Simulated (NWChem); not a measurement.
Program: NWChem. System: H3BO3, charge 0, spin multiplicity 1, displaced from the optimised geometry. Level: MP2/cc-pVDZ, 4 core orbitals frozen, spin-restricted.

Input file:

```
start mol
memory heap 200 mb stack 900 mb global 1100 mb
geometry units angstroms nocenter noautoz noautosym
  O      1.129820    -0.802029     0.000000
  B      0.005669    -0.033474     0.000000
  O      0.148747     1.336740     0.000000
  O     -1.192718    -0.694917     0.000000
  H      2.007987    -0.207162     0.000000
  H     -0.670335     1.842663     0.000000
  H     -1.972955    -0.132405     0.000000
end
basis spherical
  * library cc-pvdz
end
scf
  rhf
  nopen 0
  maxiter 100
  thresh 1e-7
  semidirect memsize 60000000 filesize 0
end
mp2
  freeze core 4
end
task mp2 energy
```

Output (cleaned and shortened):

```
             Northwest Computational Chemistry Package (NWChem) 7.3.0
             --------------------------------------------------------

                                NWChem Input Module
                                -------------------

 Scaling coordinates for geometry "geometry" by  1.889725989
 (inverse scale =  0.529177249)

                             Geometry "geometry" -> ""
                             -------------------------

 Output coordinates in angstroms (scale by  1.889725989 to convert to a.u.)

  No.       Tag          Charge          X              Y              Z
 ---- ---------------- ---------- -------------- -------------- --------------
    1 O                    8.0000     1.12982000    -0.80202900     0.00000000
    2 B                    5.0000     0.00566900    -0.03347400     0.00000000
    3 O                    8.0000     0.14874700     1.33674000     0.00000000
    4 O                    8.0000    -1.19271800    -0.69491700     0.00000000
    5 H                    1.0000     2.00798700    -0.20716200     0.00000000
    6 H                    1.0000    -0.67033500     1.84266300     0.00000000
    7 H                    1.0000    -1.97295500    -0.13240500     0.00000000

 Effective nuclear repulsion energy (a.u.)     115.5155294842

            Nuclear Dipole moment (a.u.)
            ----------------------------
        X                 Y               Z
 ---------------- ---------------- ----------------
     0.1508643846     0.1021926020     0.0000000000


 Summary of "ao basis" -> "" (spherical)
 ------------------------------------------------------------------------------
       Tag                 Description            Shells   Functions and Types
 ---------------- ------------------------------  ------  ---------------------
 *                          cc-pvdz                   on all atoms

 Summary of "ao basis" -> "ao basis" (spherical)
 ------------------------------------------------------------------------------
       Tag                 Description            Shells   Functions and Types
 ---------------- ------------------------------  ------  ---------------------
 O                          cc-pvdz                  6       14   3s2p1d
 B                          cc-pvdz                  6       14   3s2p1d
 H                          cc-pvdz                  3        5   2s1p

                                 NWChem SCF Module
                                 -----------------

  ao basis        = "ao basis"
  functions       =    71
  atoms           =     7
  closed shells   =    16
  open shells     =     0
  charge          =   0.00
  wavefunction    = RHF
  use symmetry    = F
  symmetry adapt  = F

 Summary of "ao basis" -> "ao basis" (spherical)
 ------------------------------------------------------------------------------
       Tag                 Description            Shells   Functions and Types
 ---------------- ------------------------------  ------  ---------------------
 O                          cc-pvdz                  6       14   3s2p1d
 B                          cc-pvdz                  6       14   3s2p1d
 H                          cc-pvdz                  3        5   2s1p

 Forming initial guess at       0.0s

      Superposition of Atomic Density Guess
      -------------------------------------

 Sum of atomic energies:        -250.32179701

      Non-variational initial energy
      ------------------------------

 Total energy =    -251.690902
[...]
    49      0.249199  4 O  px                17     -0.234701  2 B  s
    35      0.234351  3 O  px                36     -0.192448  3 O  py

 Vector   18  Occ=0.000000D+00  E= 2.005340D-01
              MO Center=  1.7D+00,  1.1D-01, -4.8D-16, r^2= 4.3D+00
   Bfn.  Coefficient  Atom+Function         Bfn.  Coefficient  Atom+Function
  ----- ------------  ---------------      ----- ------------  ---------------
    58      1.405292  5 H  s                  3     -0.597123  1 O  s
    63     -0.593132  6 H  s                 68     -0.433195  7 H  s
     7     -0.407643  1 O  px                21     -0.383654  2 B  px
     8     -0.217947  1 O  py                 4     -0.203165  1 O  px
    31      0.185799  3 O  s                 35     -0.157369  3 O  px

 Vector   19  Occ=0.000000D+00  E= 2.365271D-01
              MO Center= -1.6D+00,  9.0D-01, -1.5D-17, r^2= 4.3D+00
   Bfn.  Coefficient  Atom+Function         Bfn.  Coefficient  Atom+Function
  ----- ------------  ---------------      ----- ------------  ---------------
    68      1.338318  7 H  s                 63     -1.179906  6 H  s
    45     -0.641442  4 O  s                 31      0.625253  3 O  s
    49      0.336116  4 O  px                35     -0.266399  3 O  px
    36      0.200985  3 O  py                50     -0.176474  4 O  py
    58     -0.165742  5 H  s                 21      0.154273  2 B  px

 center of mass
 --------------
 x =   0.02423299 y =  -0.04315124 z =   0.00000000

 moments of inertia (a.u.)
 ------------------
         178.755378168485          -1.996466802089           0.000000000000
          -1.996466802089         185.534163297171           0.000000000000
           0.000000000000           0.000000000000         364.289541465656

  Mulliken analysis of the total density
  --------------------------------------

    Atom       Charge   Shell Charges
 -----------   ------   -------------------------------------------------------
    1 O    8     8.31   2.00  0.83  0.85  2.83  1.78  0.01
    2 B    5     4.69   2.01  0.53  0.08  1.44  0.21  0.42
    3 O    8     8.29   2.00  0.82  0.82  2.86  1.77  0.01
    4 O    8     8.26   2.00  0.83  0.81  2.86  1.74  0.01
    5 H    1     0.77   0.61  0.09  0.07
    6 H    1     0.84   0.69  0.07  0.09
    7 H    1     0.84   0.69  0.07  0.09

       Multipole analysis of the density wrt the origin
       ------------------------------------------------

     L   x y z        total         open         nuclear
     -   - - -        -----         ----         -------
     0   0 0 0     -0.000000      0.000000     32.000000

     1   1 0 0     -0.535833      0.000000      0.150864
     1   0 1 0      1.147126      0.000000      0.102193
     1   0 0 1      0.000000      0.000000      0.000000

     2   2 0 0    -10.974704      0.000000    107.644855
     2   1 1 0     -2.436439      0.000000     -1.495128
     2   1 0 1     -0.000000      0.000000      0.000000
     2   0 2 0    -18.848225      0.000000     95.582138
     2   0 1 1     -0.000000      0.000000      0.000000
     2   0 0 2    -16.828834      0.000000      0.000000

                   NWChem MP2 Semi-direct Energy/Gradient Module
                   ---------------------------------------------

  Basis functions       =     71
  Molecular orbitals    =     71
  Frozen core           =      4
  Frozen virtuals       =      0
  Active alpha occupied =     12
  Active beta occupied  =     12
  Active alpha virtual  =     55
  Active beta virtual   =     55
  Use MO symmetry       = F
  Use skeleton AO sym   = F

  AO/Fock/Back tols     =   1.0D-09  1.0D-09  1.0D-09

 GA uses MA = F    GA memory limited = T

 Available:
  local mem=  1.26D+08
 global mem=  1.44D+08
 local disk=  0.00D+00
  mp2_memr nvloc                    55
  nvloc new                    55
   1 passes of  12:        3145728                      27113                   5744361.
   1 passes of  12: M    126153464           G      144169118           F     123007736.

 Semi-direct pass number   1 of   1  for RHF alpha+beta  at        0.7s
  vrange nnbf                  2556
  mp2_eaftype                    21  avail_ma_in_mb                  1099
 EAF : mp2_eaftype filesize          21    2872181.
  mp2_eaf for mointskh                     21
Node 0 wrote     13.5 Mb in      0.0 s     Agg I/O rate:  2359.6 Mb/s
 Done moints_semi at        1.8s
  mp2_eaftype                    21  avail_ma_in_mb                  1078
 EAF : mp2_eaftype filesize          21    2872181.
  mp2_eaf for kh                    21
 Done maket at        1.8s
 Done multipass loop at        1.8s

          -------------------------------------------
          SCF energy                -251.193040056492
          Correlation energy          -0.644857811630
          Singlet pairs               -0.385880140454
          Triplet pairs               -0.258977671176
          Total MP2 energy          -251.837897868123
          -------------------------------------------

          ---------------------------------------------------
                    Spin Component Scaled (SCS) MP2
          Same spin pairs                     -0.172651780784
          Same spin scaling factor             0.333333333333
          Opposite spin pairs                 -0.472206030846
          Opposite spin scaling fact.          1.200000000000
          SCS-MP2 correlation energy          -0.624197830610
          Total SCS-MP2 energy              -251.817237887103
          ---------------------------------------------------

 -----------------------
 Performance information
 -----------------------

 Timer overhead =  9.51D-08 seconds/call

               Nr. of calls         CPU time (s)                 Wall time (s)                GFlops
             ---------------    -------------------     ------------------------------   -------------------
Name         Min   Avg   Max    Min     Avg     Max     Min     Avg     Max   Mx/calls   Min     Max     Sum
mp2: moin     1     1     1    1.0     1.0     1.0      1.0     1.0     1.0     1.0      0.0     0.0     0.0
mp2: make     1     1     1   4.98E-2 4.98E-2 4.98E-2  4.98E-2 4.98E-2 4.98E-2 4.98E-2   0.0     0.0     0.0
mp2: tota     1     1     1    1.1     1.1     1.1      1.1     1.1     1.1     1.1      0.0     0.0     0.0

 The average no. of pstat calls per process was 3.00D+00
 with a timing overhead of 2.85D-07s

 Task  times  cpu:        1.8s     wall:        1.8s

 Total times  cpu:        1.8s     wall:        1.8s
```
